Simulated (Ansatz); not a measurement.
`C[Se]BF` + `[SiH3]N[SiH3]` → `FBN([SiH3])[SiH3]` + `C[SeH]` at 500 K and 1 bar (ligand exchange at a B–Se bond).

Computed with Ansatz on PBE0-D4/def2-TZVP structures; ΔE is electronic, products minus reactants. CBS: MP2 limit from def2 TZ/QZ plus the TZ coupled-cluster correction, frozen cores. This one scheme is used for every species. For Se outer-core shells are correlated without core-valence functions, which leaves a few kJ/mol of doubt a bond. Scalar relativity is left out up to krypton. Each species was taken in one conformer, which may not be the lowest.

```json
{"species": "`C[Se]BF`", "CCSD(T)/CBS energy (Eh)": "-2565.82397", "H − E (kJ/mol)": "176.9", "S (J/(mol·K))": "372.7"}
{"species": "`[SiH3]N[SiH3]`", "CCSD(T)/CBS energy (Eh)": "-637.10515", "H − E (kJ/mol)": "216.0", "S (J/(mol·K))": "394.7"}
{"species": "`FBN([SiH3])[SiH3]`", "CCSD(T)/CBS energy (Eh)": "-761.79139", "H − E (kJ/mol)": "245.6", "S (J/(mol·K))": "439.2"}
{"species": "`C[SeH]`", "CCSD(T)/CBS energy (Eh)": "-2441.15625", "H − E (kJ/mol)": "142.1", "S (J/(mol·K))": "299.3"}
```

H − E and S are ideal-gas, rigid-rotor, harmonic terms from PBE0-D4/def2-TZVP, for one conformer and one mirror image of each species. 1 Eh = 2625.50 kJ/mol, R = 8.31446 J/(mol·K).

Task: By hand: ΔE, ΔH, ΔS and ΔG.

Result: ΔE = (-761.79139) + (-2441.15625) − (-2565.82397) − (-637.10515) = -0.01852 Eh = -48.6 kJ/mol. Δ(H − E) = 245.6 + 142.1 − 176.9 − 216.0 = -5.2, so ΔH = -53.8 kJ/mol. ΔS = 439.2 + 299.3 − 372.7 − 394.7 = -28.9 J/(mol·K). ΔG = -53.8 − 500 × (-28.9)/1000 = -39.3 kJ/mol.

Task: By hand: the equilibrium constant, and the temperature at which ΔG would vanish if ΔH and ΔS stayed fixed.

Result: log₁₀ K = −ΔG/(RT ln 10) = 4.1. ΔG = 0 at ΔH/ΔS = 1862 K.

ΔH outweighs TΔS. A doubt of 5 kJ/mol in ΔE shifts log₁₀ K by 0.5 here. Other conformers and mirror images would add mixing entropy, several J/(mol·K) or more a flexible species. Modes under 60 cm⁻¹, often nearly free rotors, make the harmonic entropy too high. These are equilibria of isolated gas molecules and say nothing of rates. Largest T1 diagnostic: 0.012 (customary marks: 0.02 for closed shells, 0.045 for open ones).
